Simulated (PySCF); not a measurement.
These 3 structures share the formula C8H15NSi. The calculation used PBE0-D3(BJ)/def2-SVP geometry optimisation, gas phase (PySCF). One conformer each; no zero-point energy, no entropy. No frequencies were run at this level. Point groups hold within 0.08 Å.

Question: Order them by energy at this level, lowest first, and give relative energies in kcal/mol.
A. `[CH2:1]=[CH:2][CH2:3][N:4]([CH3:5])[Si@@H:6]([CH3:7])[C:8]#[C:9][CH3:10]` with C1–C2–C3–N4 -124°, C2–C3–N4–C5 68°, C3–N4–Si6–C7 161°
B. Si(vinyl)3(NMe2), `C=C[Si](C=C)(C=C)N(C)C`
C. `C(N[Si](C=C)(C=C)C=C)C` (Si(vinyl)3(NHEt))

Answer: C (0.0), B (7.4), A (8.3).

Neighbours under 2.5 kcal/mol apart (C=C[Si](C=C)(C=C)N(C)C and C=CCN(C)[Si@@H](C)C#CC) can change places with a better method, another conformer or zero-point energy.

```tsv
SMILES	E (Eh)	E rel (kcal/mol)	dipole (D)	point group	A, B, C (MHz)
C=C[Si](C=C)(C=C)NCC	-657.18152	0.0	0.61	C1	1077, 841.5, 768.4
C=C[Si](C=C)(C=C)N(C)C	-657.16969	7.4	0.27	C1	1085, 968.9, 840.4
C=CCN(C)[Si@@H](C)C#CC	-657.16822	8.3	1.41	C1	1590, 543.3, 455.7
```

As an exercise, what shares would exp(−E/RT) give at 2000 K from these electronic energies alone (no entropy, no degeneracies)?

RT = 3.974 kcal/mol: C=C[Si](C=C)(C=C)NCC 78.3 %, C=C[Si](C=C)(C=C)N(C)C 12.1 %, C=CCN(C)[Si@@H](C)C#CC 9.6 %.
